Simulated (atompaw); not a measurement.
## N: PAW (atompaw) pseudisation with PBE, scalar-relativistic reference atom.

The input file (atompaw 4.2.0.5):

```
N 7
GGA-PBE scalarrelativistic loggrid 1500 logderivrange -3 5 201
2 2 0 0 0 0
2 1 3
0 0 0
c
v
v
2
1.25 0.90 0.80 0.80
y
1.8
n
y
0.15
n
y
-0.05
y
0.85
n
custom polynom2 7 10 vanderbiltortho sinc
3 0.5 ultrasoft
1.25
1.25
1.25
1.25
1.15
1.15
PWSCFOUT
UPFDX 0.0125d0 UPFXMIN -7.d0 UPFZMESH 7.d0
END
```

Command:

```bash
atompaw < N.input > N.log
```

The program printed (summary file):

```
Completed calculations for N (AE)

 Exchange-correlation type: GGA, Perdew-Burke-Ernzerhof

 Radial integration grid is logarithmic
 r0 =   1.0695298E-03 h =   7.4867086E-03   n =      1500 rmax =   8.0000000E+01

 Scalar relativistic calculation

 AEatom converged in  28 iterations
   nz     =   7.00
   delta  =       6.724065162209E-17

 All Electron Orbital energies:
  n  l      occupancy      energy
  1  0      2.0000000E+00 -2.8276448E+01
  2  0      2.0000000E+00 -1.3658137E+00
  2  1      3.0000000E+00 -5.2109561E-01

 Total energy
   Total                    :     -108.90608090310923

 ---
 Completed calculations for N (SC)

 Exchange-correlation type: GGA, Perdew-Burke-Ernzerhof

 Radial integration grid is logarithmic
 r0 =   1.0695298E-03 h =   7.4867086E-03   n =      1500 rmax =   8.0000000E+01

 Scalar relativistic calculation

 SCatom converged in   1 iterations
   nz     =   7.00
   delta  =       8.403900824491E-17

 Valence Electron Orbital energies:
  n  l      occupancy      energy
   2  0      2.0000000E+00 -1.3658137E+00
   2  1      3.0000000E+00 -5.2109561E-01

 Total energy
   Total                    :     -108.90608090143520
   Valence                  :      -27.60714348542916

 PAW parameters:
       lmax =            2
         rc =    1.2536558628035137
        irc =          945
   rc_shape =   0.90151002810475167
    rc_vloc =   0.79961698384785862
    rc_core =   0.79961698384785862
   Vloc: Non norm-conserving form with l= 3;e=   5.0000E-01
   Projector type: improved polynomial pseudization + Vanderbilt ortho.
   Sinc^2 compensation charge shape zeroed at   9.0151E-01

 Number of basis functions     6
 No.   n  nodes  l      Energy         Cp coeff         Occ
  1    2    1    0   -0.1365814E+01  0.1246245E+03  0.2000000E+01
  2  999    2    0    0.1800000E+01  0.7415527E+01  0.0000000E+00
  3    2    0    1   -0.5210956E+00 -0.2133213E+03  0.3000000E+01
  4  999    1    1    0.1500000E+00 -0.7505767E+02  0.0000000E+00
  5  999    0    2   -0.5000000E-01 -0.8120269E+03  0.0000000E+00
  6  999    1    2    0.8500000E+00 -0.6348372E+03  0.0000000E+00

 Eigenvalues of overlap operator (in the basis of projectors):
    1        9.01829416E-02
    2        1.08448369E+00
    3        4.39556651E+00
    4        1.10015531E+02
    5        1.13680520E+04
    6        1.11132608E+05

 Orbital leakage outside PAW augmentation regions
   orb  is_core?  %out_of_sphere
   1 0    T           0.00
   2 0    F          47.40
   2 1    F          52.69

 Summary of PAW energies
   Total valence energy     :    -27.60729353197452
   Smooth energy            :     24.18818872549074
   One center               :    -51.79548225746525
   Smooth kinetic           :      9.00509434798398
   Vloc energy              :     -0.48676818409962
   Smooth exch-corr         :     -4.18695986439802
   One-center xc            :     -8.94577067095503
```

The run took about 1.3 s on one core of a shared server CPU.
